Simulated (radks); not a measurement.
Results of a calculation; reference values are marked as such.
Q: Species: Ca9+. Configuration: [Ne] 3s1. Level of theory: Dirac Kohn-Sham, PBE, spin-unpolarised, spherical densities, point nucleus (a radial shooting solver on a logarithmic mesh with Libxc functionals). Some entries of the table are withheld. Estimate them.

| orbital | occ. | eigenvalue (eV) | r(max) (bohr) | <r^2> (bohr^2) |
|---|---|---|---|---|
| 1s1/2 | 2 | -4155.220 | 0.05027 | 0.007933 |
| 2s1/2 | 2 | -606.5710 | 0.2983 | 0.1532 |
| 2p1/2 | 2 | (1) | 0.2431 | (2) |
| 2p3/2 | 4 | (3) | 0.2451 | (4) |
| 3s1/2 | 1 | -200.4645 | 0.8994 | 1.084 |

A: 
(1) 2p1/2 eigenvalue (eV): -531.1791
(2) 2p1/2 <r^2> (bohr^2): 0.1269
(3) 2p3/2 eigenvalue (eV): -527.3771
(4) 2p3/2 <r^2> (bohr^2): 0.1287
